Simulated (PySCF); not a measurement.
Compound: Si5H12.
SMILES: `[SiH3][SiH2][SiH]([SiH3])[SiH3]`

Jobs on this species (17 atoms, 82 electrons) with PySCF (density fitting). Hardware of each: one thread of an Arm Neoverse N1, on a shared host. The host was shared with other jobs, so the times are rough.

| level and settings | work | basis functions | SCF cycles | wall time |
| --- | --- | --- | --- | --- |
| PBE0/6-31G* | shieldings, charges and field gradients | 114 | ? | ? |
| PBE0/STO-3G | shieldings, charges and field gradients | 57 | ? | ? |
| BHandHLYP/pcSseg-1 | shieldings | 180 | 11 | 33 s |
| LC-wPBE/pcSseg-1 | shieldings | 180 | 12 | 58 s |
| PBE0/def2-SVP | shieldings, charges and field gradients | 150 | 9 | 24 s |
| wB97X-D/pcSseg-1 | shieldings | 180 | 11 | 47 s |
| WP04/pcSseg-1 | shieldings | 180 | 11 | 34 s |
| PBE0/def2-TZVP | shieldings, charges and field gradients | 257 | 12 | 65 s |
| B97-2/pcSseg-1 | shieldings | 180 | 11 | 33 s |

Problem. Fill in the missing figures.

Solution. 
- PBE0/6-31G*; shieldings, charges and field gradients: 20 s, 10 SCF cycles
- PBE0/STO-3G; shieldings, charges and field gradients: 8.2 s, 9 SCF cycles

Problem. What do all jobs in the table cost together?

Solution. About 5.4 min; the longest takes about 20 % of that, and about 7.9 times as long as the shortest.
